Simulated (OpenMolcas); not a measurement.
## V2+: ligand-field states by method

V2+ with 6 ligands (fluoride) in octahedral coordination (Oh) at 2.17 Å. A charge of +0.667 e stands 2.4 Å behind each ligand. Ligand basis ANO-RCC-VDZP.

* Program: OpenMolcas 26.06
* Basis: ANO-RCC-VTZP [6s5p3d2f1g]
* Scalar Hamiltonian: DKH2, point nucleus
* Active space: 3 electrons in 5 orbitals (3d)
* State averaging: 2S+1 = 4 even, 10 roots; 2S+1 = 2 even, 40 roots
* Spin-orbit coupling: state interaction with AMFI integrals over the reference wave functions

I. CASSCF
II. SS-CASPT2, IPEA 0.25 Eh, imaginary shift 0.1 Eh (closed shells correlated: 3s 3p and the ligand valence shells)
III. SS-CASPT2, IPEA 0 Eh, imaginary shift 0.1 Eh (closed shells correlated: 3s 3p and the ligand valence shells)

Spin-free states (labels of O, the rotations of Oh) in cm-1, each column counted from its own energy of the first state listed:

```json
{"State": "4A2", "Degeneracy": "1", "I": "0", "II": "0", "III": "0"}
{"State": "4T2", "Degeneracy": "3", "I": "7697", "II": "8120", "III": "8230"}
{"State": "4T1", "Degeneracy": "3", "I": "13075", "II": "12450", "III": "11820"}
{"State": "2E", "Degeneracy": "2", "I": "16650", "II": "13020", "III": "12910"}
{"State": "2T1", "Degeneracy": "3", "I": "17454", "II": "13800", "III": "13710"}
{"State": "2A1", "Degeneracy": "1", "I": "22028", "II": "17950", "III": "16810"}
{"State": "2T2", "Degeneracy": "3", "I": "22220", "II": "17480", "III": "16930"}
{"State": "4T1", "Degeneracy": "3", "I": "24581", "II": "21360", "III": "20650"}
{"State": "2T2", "Degeneracy": "3", "I": "24958", "II": "21470", "III": "20840"}
{"State": "2T1", "Degeneracy": "3", "I": "25688", "II": "22140", "III": "21760"}
{"State": "2E", "Degeneracy": "2", "I": "27483", "II": "22950", "III": "22400"}
{"State": "2T1", "Degeneracy": "3", "I": "30307", "II": "25900", "III": "25120"}
{"State": "2T1", "Degeneracy": "3", "I": "33423", "II": "31150", "III": "30940"}
{"State": "2T2", "Degeneracy": "3", "I": "34244", "II": "31280", "III": "31440"}
{"State": "2E", "Degeneracy": "2", "I": "39608", "II": "37000", "III": "37120"}
{"State": "2A2", "Degeneracy": "1", "I": "40755", "II": "33760", "III": "32720"}
{"State": "2T2", "Degeneracy": "3", "I": "41559", "II": "34580", "III": "33680"}
{"State": "2T1", "Degeneracy": "3", "I": "45131", "II": "39160", "III": "38230"}
{"State": "2E", "Degeneracy": "2", "I": "61538", "II": "51060", "III": "50120"}
{"State": "2T2", "Degeneracy": "3", "I": "64119", "II": "55310", "III": "55170"}
```

From I to II, I's first state of the same spin (4T2) moves from 7697 to 8120 cm-1, by about +420 cm-1.

From I to II, I's first state of another spin (2E) moves from 16650 to 13020 cm-1, by about -3600 cm-1.

I: A least-squares ligand-field fit to the states below 45000 cm-1, each weighted by its degeneracy and with a free common offset, gives 10Dq = 8058 cm-1, B = 936 cm-1 and C = 3564 cm-1 (C/B = 3.81), with an rms deviation of 136 cm-1. The same method and metal basis give the free ion B = 959 cm-1 (fit to its terms below 60000 cm-1, rms deviation 74 cm-1), so the nephelauxetic ratio is β = 936 / 959 = 0.98; it hangs on how both fits weigh the states, and computed free-ion B values tend to be too large, so β mixes covalency with correlation.

χT at 300 K: I 1.84, II 1.85, III 1.85 cm3 K/mol.

Roots that are degenerate in the reference are averaged as groups; the widest CASPT2 spread within a group is 350 cm-1 (the 2-fold group of multiplicity 2 near 22400 cm-1 above the lowest state of its run, III). Shifts and gaps below about the spread of the groups concerned are not significant. Over all roots computed the reference weight is 0.70 to 0.71 in II, 0.70 to 0.71 in III; a low but even weight reflects the number of correlated electrons. Ligand-to-metal charge-transfer states are missing. With no ligand orbital active B as a rule stays too high, so bands that hang on it stand too high and its fall with covalency is understated. Without dynamic correlation the repulsion within the d shell is too large (B by tens of per cent), so at a given field states of lower spin stand too high (holds for I). With metal d orbitals alone and no dynamic correlation the field as a rule comes out too small, by tens of per cent, by up to half for chloride and softer ligands (holds for I). These CASPT2 states fit no ligand-field parameters well, so their order and spin gaps are uncertain (holds for II; III). With one d shell and no ligand orbital active, 10Dq can be off by tens of per cent for divalent 3d ions, low with halides held by bare charges and at times high in hosts (holds for II; III). Free-ion shares, where given, are those of the reference states; single-state CASPT2 does not remix them (holds for II; III). The distance lies 3 % over the 2.1 Å that this model takes as the normal distance (a Shannon-type radius plus a fixed donor radius); by an R⁻⁵ law this alone changes a d-shell field by about -15 %. No measured value stands beside these numbers; the geometry was imposed, not optimised, and the real ion may take another.
